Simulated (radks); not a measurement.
The numbers below are computed, except where a source is named.
Dipole-allowed excitations along the series with 36 electrons in [Kr]. Level of theory: scalar-relativistic Kohn-Sham, LB94 model potential, spin-unpolarised, spherical densities, finite nucleus; Fermi nuclear charge, rms radius of each element as measured or else 0.836 A^(1/3) + 0.57 fm (a radial shooting solver on a logarithmic mesh with Libxc functionals). Time-dependent linear response with the Hartree and adiabatic LDA kernel, continuum included through the Sternheimer equations, no spin-orbit coupling, so fine structure and intercombination lines are absent. Lines are the poles of the dipole polarisability below minus the highest occupied eigenvalue, found on a grid refined at the orbital gaps; the lowest seven at most are given, and weak or close lines can be missed. The first line takes the name of the lowest orbital gap if no other gap lies below it; otherwise a line is named after a gap within 0.6 % of it, if that gap stands alone.

| species | -e(HOMO) (eV) | lowest orbital gap (eV) | first line (eV) | f | static alpha (bohr^3) |
|---|---|---|---|---|---|
| I17+ | 510.13 | 4p-4d 85.999 | 106.64 (4p-4d) | 4.20 | 0.3103 |
| Xe18+ | 555.97 | 4p-4d 90.319 | 111.77 (4p-4d) | 4.10 | 0.2761 |
| Cs19+ | 603.63 | 4p-4d 94.695 | 116.94 (4p-4d) | 4.02 | 0.2467 |
| Ba20+ | 653.11 | 4p-4d 99.131 | 122.18 (4p-4d) | 3.93 | 0.2213 |
| La21+ | 704.41 | 4p-4d 103.63 | 127.47 (4p-4d) | 3.86 | 0.1993 |
| Ce22+ | 757.53 | 4p-4d 108.20 | 132.83 (4p-4d) | 3.78 | 0.1800 |
